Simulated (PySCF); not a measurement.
# Magnesium: a sound run and one with changed settings

Sound run: Mg²⁺ [Ne], Mg³⁺ [He] 2s2 2p5. Calculation: PySCF 2.14, in aug-cc-pVDZ-DK (5s4p2d, 27 functions); scalar relativity by spin-free X2C-1e. The sound run starts from symmetry-adapted Hartree-Fock orbitals and uses a fine grid where one is needed.

Changed run: initial guess 1e, at most 3 SCF cycles. This setting is unsound on purpose.

```csv
species,method,sound run (hartree),changed run (hartree),converged
Mg²⁺,UHF,-199.12896,-199.12896,no
Mg²⁺,TPSS,-199.55796,-199.55796,no
Mg²⁺,BP86,-199.54905,-199.54905,no
Mg³⁺,UHF,-196.15164,-196.15164,no
Mg³⁺,TPSS,-196.53058,-196.53058,no
Mg³⁺,BP86,-196.51475,-196.51475,no
```

The SCF was stopped early; the energies are upper bounds that still move, and correlated levels were skipped or rest on poor orbitals.
